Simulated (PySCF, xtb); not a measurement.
Cl3H2NZr, SMILES [Zr]([NH2])([Cl])([Cl])[Cl], multiplicity 1. Other conformers were not sampled.

Harmonic wavenumbers (cm⁻¹) from GFN2-xTB in xtb 6.7.1 at its own minimum, in rising order: 18, 64, 71, 91, 96, 100, 334, 337, 380, 381, 447, 567, 1484, 3275, 3296.

Q: What does PySCF with PBE0-D3(BJ)/def2-SVP give at its own minimum? (Estimate from the structure and the level; the computed values follow.)

A: 20, 90, 105, 129, 144, 144, 375, 402, 413, 475, 510, 686, 1485, 3555, 3651. Paired by order, the mean absolute difference is 83 cm⁻¹ and the zero-point energies are 15.6 and 17.4 kcal/mol.
